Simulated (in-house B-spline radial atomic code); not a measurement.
Ionisation energies along the 40-electron series, configuration [Kr] 4d4, as differences of self-consistent energies. Dirac energy differences include first-order Breit, QED and recoil terms. NIST's values go from ground level to ground level; the uncertainty of those that are theory runs from under 0.1 % in few-electron ions to several per cent in heavy many-electron ones. Computed with a B-spline radial code for spherical atoms: Dirac-Hartree-Fock, average of the configuration, finite nuclei.

```json
{"ion": "Sb11+", "configuration after": "[Kr] 4d3", "ionisation energy (eV)": "236.9", "IE/(q+1)² (eV)": "1.6451", "Breit and QED recoil part (eV)": "-0.01628", "tabulated value (eV)": "238", "computed minus tabulated (eV)": "-1.1"}
{"ion": "Te12+", "configuration after": "[Kr] 4d3", "ionisation energy (eV)": "269.9", "IE/(q+1)² (eV)": "1.5969", "Breit and QED recoil part (eV)": "-0.02522", "tabulated value (eV)": "272", "computed minus tabulated (eV)": "-2.1"}
{"ion": "I13+", "configuration after": "[Kr] 4d3", "ionisation energy (eV)": "304.7", "IE/(q+1)² (eV)": "1.5544", "Breit and QED recoil part (eV)": "-0.035502", "tabulated value (eV)": "307", "computed minus tabulated (eV)": "-2.3"}
{"ion": "Xe14+", "configuration after": "[Kr] 4d3", "ionisation energy (eV)": "341.2", "IE/(q+1)² (eV)": "1.5166", "Breit and QED recoil part (eV)": "-0.047146", "tabulated value (eV)": "343", "computed minus tabulated (eV)": "-1.8"}
{"ion": "Cs15+", "configuration after": "[Kr] 4d3", "ionisation energy (eV)": "379.6", "IE/(q+1)² (eV)": "1.4828", "Breit and QED recoil part (eV)": "-0.060226", "tabulated value (eV)": "382", "computed minus tabulated (eV)": "-2.4"}
{"ion": "Ba16+", "configuration after": "[Kr] 4d3", "ionisation energy (eV)": "419.7", "IE/(q+1)² (eV)": "1.4524", "Breit and QED recoil part (eV)": "-0.074786", "tabulated value (eV)": "422", "computed minus tabulated (eV)": "-2.3"}
{"ion": "La17+", "configuration after": "[Kr] 4d3", "ionisation energy (eV)": "461.7", "IE/(q+1)² (eV)": "1.4249", "Breit and QED recoil part (eV)": "-0.090896", "tabulated value (eV)": "464", "computed minus tabulated (eV)": "-2.3"}
{"ion": "Ce18+", "configuration after": "[Kr] 4d3", "ionisation energy (eV)": "505.4", "IE/(q+1)² (eV)": "1.3999", "Breit and QED recoil part (eV)": "-0.10861", "tabulated value (eV)": "509", "computed minus tabulated (eV)": "-3.6"}
{"ion": "Pr19+", "configuration after": "[Kr] 4d3", "ionisation energy (eV)": "550.8", "IE/(q+1)² (eV)": "1.3771", "Breit and QED recoil part (eV)": "-0.12798", "tabulated value (eV)": "554", "computed minus tabulated (eV)": "-3.2"}
{"ion": "Nd20+", "configuration after": "[Kr] 4d3", "ionisation energy (eV)": "598.0", "IE/(q+1)² (eV)": "1.3561", "Breit and QED recoil part (eV)": "-0.14906", "tabulated value (eV)": "602", "computed minus tabulated (eV)": "-4.0"}
{"ion": "Pm21+", "configuration after": "[Kr] 4d3", "ionisation energy (eV)": "647.0", "IE/(q+1)² (eV)": "1.3368", "Breit and QED recoil part (eV)": "-0.17191", "tabulated value (eV)": "651", "computed minus tabulated (eV)": "-4.0"}
{"ion": "Sm22+", "configuration after": "[Kr] 4d3", "ionisation energy (eV)": "697.8", "IE/(q+1)² (eV)": "1.319", "Breit and QED recoil part (eV)": "-0.19658", "tabulated value (eV)": "702", "computed minus tabulated (eV)": "-4.2"}
{"ion": "Eu23+", "configuration after": "[Kr] 4d3", "ionisation energy (eV)": "750.3", "IE/(q+1)² (eV)": "1.3025", "Breit and QED recoil part (eV)": "-0.22317", "tabulated value (eV)": "755", "computed minus tabulated (eV)": "-4.7"}
{"ion": "Gd24+", "configuration after": "[Kr] 4d3", "ionisation energy (eV)": "804.5", "IE/(q+1)² (eV)": "1.2872", "Breit and QED recoil part (eV)": "-0.25169", "tabulated value (eV)": "810", "computed minus tabulated (eV)": "-5.5"}
{"ion": "Tb25+", "configuration after": "[Kr] 4d3", "ionisation energy (eV)": "860.5", "IE/(q+1)² (eV)": "1.2729", "Breit and QED recoil part (eV)": "-0.28223", "tabulated value (eV)": "866", "computed minus tabulated (eV)": "-5.5"}
{"ion": "Dy26+", "configuration after": "[Kr] 4d3", "ionisation energy (eV)": "918.3", "IE/(q+1)² (eV)": "1.2596", "Breit and QED recoil part (eV)": "-0.31484", "tabulated value (eV)": "924", "computed minus tabulated (eV)": "-5.7"}
{"ion": "Ho27+", "configuration after": "[Kr] 4d3", "ionisation energy (eV)": "977.8", "IE/(q+1)² (eV)": "1.2472", "Breit and QED recoil part (eV)": "-0.34959", "tabulated value (eV)": "985", "computed minus tabulated (eV)": "-7.2"}
{"ion": "Er28+", "configuration after": "[Kr] 4d3", "ionisation energy (eV)": "1039.0", "IE/(q+1)² (eV)": "1.2355", "Breit and QED recoil part (eV)": "-0.38653", "tabulated value (eV)": "1046", "computed minus tabulated (eV)": "-7.0"}
{"ion": "Tm29+", "configuration after": "[Kr] 4d3", "ionisation energy (eV)": "1102.1", "IE/(q+1)² (eV)": "1.2245", "Breit and QED recoil part (eV)": "-0.42572", "tabulated value (eV)": "1110", "computed minus tabulated (eV)": "-7.9"}
{"ion": "Yb30+", "configuration after": "[Kr] 4d3", "ionisation energy (eV)": "1166.8", "IE/(q+1)² (eV)": "1.2142", "Breit and QED recoil part (eV)": "-0.46722", "tabulated value (eV)": "1175", "computed minus tabulated (eV)": "-8.2"}
{"ion": "Lu31+", "configuration after": "[Kr] 4d3", "ionisation energy (eV)": "1233.4", "IE/(q+1)² (eV)": "1.2045", "Breit and QED recoil part (eV)": "-0.51112", "tabulated value (eV)": "1242", "computed minus tabulated (eV)": "-8.6"}
{"ion": "Hf32+", "configuration after": "[Kr] 4d3", "ionisation energy (eV)": "1301.6", "IE/(q+1)² (eV)": "1.1953", "Breit and QED recoil part (eV)": "-0.55744", "tabulated value (eV)": "1311", "computed minus tabulated (eV)": "-9.4"}
```

Where a p, d or f electron is removed, the computed value is a mean over both j, so it misses the tabulated one by a part of the spin-orbit splitting; averaging over terms and missing correlation add to the gap, relatively most at low charge.
